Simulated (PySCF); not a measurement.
Radial density of Pb (lead, neutral)

BLYP, [Xe] 4f14 5d10 6s1 6p3, high-spin 5S determinant (an excited configuration). All numbers are calculated (PySCF 2.14, scalar relativity through the core potential, in aug-cc-pVTZ-PP with ECP60MDF). This is the valence pseudo-density: the core potential removes the inner electrons and smooths the orbitals near the nucleus.

| r (bohr) | 4πr²ρ (e/bohr) | 4πr²(ρα − ρβ) |
| --- | --- | --- |
| 0.0194 | 1.579e-05 | 0.0000 |
| 0.0326 | 3.064e-05 | 0.0000 |
| 0.0549 | 4.694e-05 | 0.0000 |
| 0.0924 | 0.0001610 | 0.0000 |
| 0.155 | 0.001657 | 0.0000 |
| 0.261 | 0.03563 | 0.0010 |
| 0.439 | 1.471 | 0.0529 |
| 0.739 | 16.79 | 0.2948 |
| 1.24 | 14.26 | 0.0773 |
| 2.09 | 3.507 | 1.6174 |
| 3.52 | 1.009 | 0.9599 |
| 5.92 | 0.09787 | 0.0977 |
| 9.95 | 0.001311 | 0.0013 |

Energies and moments cover only the electrons outside the core potential. Spin-orbit coupling, which splits the p, d and f shells strongly at this Z, is absent. Spin-orbit coupling is strong in this species (close to jj coupling), so the high-spin LS determinant is a model state, not a physical level.
